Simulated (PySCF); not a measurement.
# Al: excitation energy

Al [Ne] 3s2 3p1 (2P) → Al [Ne] 3s2 4s1 (2S), as a difference of total energies. Computed with PySCF 2.14 in dyall-acv3z, with no relativity, point nucleus. Correlated levels: valence and next inner shell: 1s2 frozen; virtual orbitals above 40 to 60 times the deepest correlated orbital energy dropped. The calculations carry no spin-orbit coupling.

```csv
method,excitation energy (cm⁻¹)
UHF,24109
MP2 (valence and next inner shell),24517
SCS-MP2 (valence and next inner shell),24599
CCSD (valence and next inner shell),25242
CCSD(T) (valence and next inner shell),25255
```

Errors of the correlated levels include the incompleteness of this basis and the frozen core.

For comparison: 25273 cm⁻¹ (measured; NIST levels, between the centres of gravity of the two terms).
